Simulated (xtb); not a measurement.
H4O4Sn, SMILES [OH][Sn]([OH])([OH])[OH]. All values are semi-empirical tight-binding results from xtb (GFN2-xTB unless named), good for trends rather than for accurate numbers. The structure is a stationary point at GFN2-xTB. The structure was generated by enumeration; whether it is a known compound was not checked. The values are those of a single conformer.

Optimised geometry:

Bonds (Å): O1–Sn2 1.888, O1–H6 0.958, Sn2–O3 1.888, Sn2–O4 1.888, Sn2–O5 1.888, O3–H7 0.958, O4–H8 0.958, O5–H9 0.958. Bond angles (°): Sn2–O1–H6 114.7, O1–Sn2–O3 114.1, O1–Sn2–O4 107.2, O1–Sn2–O5 107.2, O3–Sn2–O4 107.2, O3–Sn2–O5 107.2, O4–Sn2–O5 114.1, Sn2–O3–H7 114.7, Sn2–O4–H8 114.7, Sn2–O5–H9 114.7.
Charge 0, spin multiplicity 1.

For metal compounds this method's bond lengths and energies can be far off.

Computed properties:
```json
{
 "point_group_as_xtb_finds_it": "S4",
 "orbital_gap": "5.82 eV",
 "zero_point_energy": "30.7 kcal/mol",
 "G − E(el) at 298.15 K (modified RRHO)": "9.5 kcal/mol"
}
```

Computed atomic charges and the Wiberg bond orders between heavy atoms:
charges (e) O1 -0.47, Sn2 0.55, O3 -0.47, O4 -0.47, O5 -0.47, H6 0.33, H7 0.33, H8 0.33, H9 0.33. Bond orders O1–Sn2 0.86, Sn2–O3 0.86, Sn2–O4 0.86, Sn2–O5 0.86.
